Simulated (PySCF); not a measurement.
Species: C₇H₁₂NP.
SMILES with atom numbers: `[CH3:1][CH2:2][P:3]([CH3:4])[n:5]1[cH:6][cH:7][cH:8][cH:9]1`

Cartesian coordinates in Å at the GFN2-xTB level; atoms count from 1:
```xyz
21
C7H12NP angstrom
C     -2.0195    1.4921    0.3730
C     -1.8466   -0.0011    0.6169
P     -0.8377   -0.7915   -0.7410
C     -0.5833   -2.4403    0.0672
N      0.6943   -0.0691   -0.4010
C      1.4130    0.5932   -1.3620
C      2.5530    1.0888   -0.8054
C      2.5386    0.7179    0.5581
C      1.3919    0.0140    0.7745
H     -2.5014    1.6682   -0.5870
H     -2.6295    1.9418    1.1545
H     -1.0515    1.9904    0.3650
H     -1.3723   -0.1796    1.5859
H     -2.8201   -0.4993    0.6185
H     -0.2648   -2.3435    1.1036
H      0.1674   -2.9957   -0.4926
H     -1.5216   -2.9906    0.0289
H      1.0438    0.6509   -2.3681
H      3.3171    1.6528   -1.3036
H      3.2912    0.9469    1.2878
H      1.0291   -0.4295    1.6813
```

Definitions: NICS(0) = −σiso at the ring centroid; NICS(1) = −σiso and NICS(1)zz = −σzz at ±1 Å along the ring normal z. Level: GIAO PBE0/pcSseg-1 (PySCF, non-relativistic, gas phase) on the GFN2-xTB geometry, one conformer.

Ring bond lengths (Å), with Mayer bond orders in brackets: N5–C6 1.371 (1.12), C6–C7 1.362 (1.54), C7–C8 1.413 (1.33), C8–C9 1.363 (1.55), C9–N5 1.369 (1.09).

**Question.** Give the NICS values of each ring in ppm.

**Answer.** 
| ring | type | NICS(0) | NICS(1), two faces | NICS(1)zz, two faces | rms pucker (Å) | centre to ring atoms, mean (Å) |
| --- | --- | --- | --- | --- | --- | --- |
| N5–C6–C7–C8–C9 | 5-membered ring with N; formal bonds all aromatic | -12.6 | -10.5 / -10.7 | -28.7 / -28.8 | 0.00 | 1.17 |

**Question.** What do they say, and how far can they be read as aromaticity?

**Answer.** 
- N5–C6–C7–C8–C9: mean NICS(1)zz -28.7 ppm, shielded. The ring is flat and has no four-coordinate atom; by the NICS criterion it is aromatic.

**Question.** And the bond-length index? HOMA takes Krygowski's 1993 parameters.

**Answer.** 
- N5–C6–C7–C8–C9: HOMA 0.85; the largest term is that of C6–C7, α(R − Ropt)² = 0.18. The geometric and the magnetic index point the same way.

**Question.** List the ring angles and the Hirshfeld charges of the ring atoms.

**Answer.** 
- N5–C6–C7–C8–C9: N5 107.8° (-0.060 e), C6 109.2° (-0.039 e), C7 106.9° (-0.101 e), C8 107.3° (-0.095 e), C9 108.9° (-0.038 e); sum 540.0° against 540° for a flat convex ring.

**Question.** What are the shieldings of the ring atoms and their hydrogens in the same run (means over atoms taken as equivalent)?

**Answer.** 
```
   atoms                          environment  σ isotropic (ppm)
      N5                pyrrole-type nitrogen               86.2
 C6 (×2)  aromatic CH next to a ring nitrogen               60.6
 C7 (×2)                   aromatic CH carbon               69.8
H18 (×2)                    aromatic hydrogen              24.83
H19 (×2)                    aromatic hydrogen              25.18
```

The run took about 70 s of CPU time (one thread, shared machine). This is the whole shielding run at PBE0/pcSseg-1, SCF included.
